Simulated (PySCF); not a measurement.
# Shapes and spin states of CoO(OH)₂

Computed with PySCF, PBE0, basis Co def2-TZVP, O def2-TZVP, H def2-TZVP (no relativity, density fitting).

Relaxations began from a few typed shapes and spin states; open shells are unrestricted. The search is not exhaustive: other isomers or separated fragments can lie lower, and high-lying points may rest on an excited occupation.

(1) Order these stationary points by electronic energy, lowest first, in kJ/mol from the lowest minimum.
A. doublet (⟨S²⟩ 0.96) C2: Co–O 1.538 Å, Co–O 1.709 Å (×2), O–H 0.966 Å (×2); Co–O–H 111.1° (×2), O–Co–O 117.5°, O–Co–O 121.3° (×2)
B. quartet C2v: Co–O 1.581 Å, Co–O 1.729 Å (×2), O–H 0.960 Å (×2); Co–O–H 123.3° (×2), O–Co–O 107.7° (×2), O–Co–O 144.5°
C. broken-symmetry Ms = 1/2 (⟨S²⟩ 1.47) Cs: Co–O 1.556 Å, Co–O 1.741 Å, Co–O 1.745 Å, O–H 0.963 Å (×2); Co–O–H 113.7°, Co–O–H 115.5°, O–Co–O 109.4°, O–Co–O 121.4°, O–Co–O 129.2°
D. quartet Cs: Co–O 1.583 Å, Co–O 1.734 Å (×2), O–H 0.958 Å, O–H 0.965 Å; Co–O–H 111.3°, Co–O–H 132.4°, O–Co–O 106.2°, O–Co–O 113.1°, O–Co–O 140.7°
E. sextet Cs: Co–O 1.727 Å, Co–O 1.769 Å, Co–O 1.773 Å, O–H 0.962 Å (×2); Co–O–H 118.6°, Co–O–H 119.6°, O–Co–O 114.4° (×2), O–Co–O 131.2°

(2) Which of them are minima?

Results:

(1) B (0.0), D (19.6), E (43.9), A (54.7), C (110.9).

(2) By energy in kJ/mol, 0.0: minimum; 19.6: saddle point, 1 imaginary mode; 43.9: minimum; 54.7: minimum; 110.9: not settled, its softest mode being under 30 cm⁻¹.

For the lowest minimum: other spin states or occupations of the open shell can lie lower.
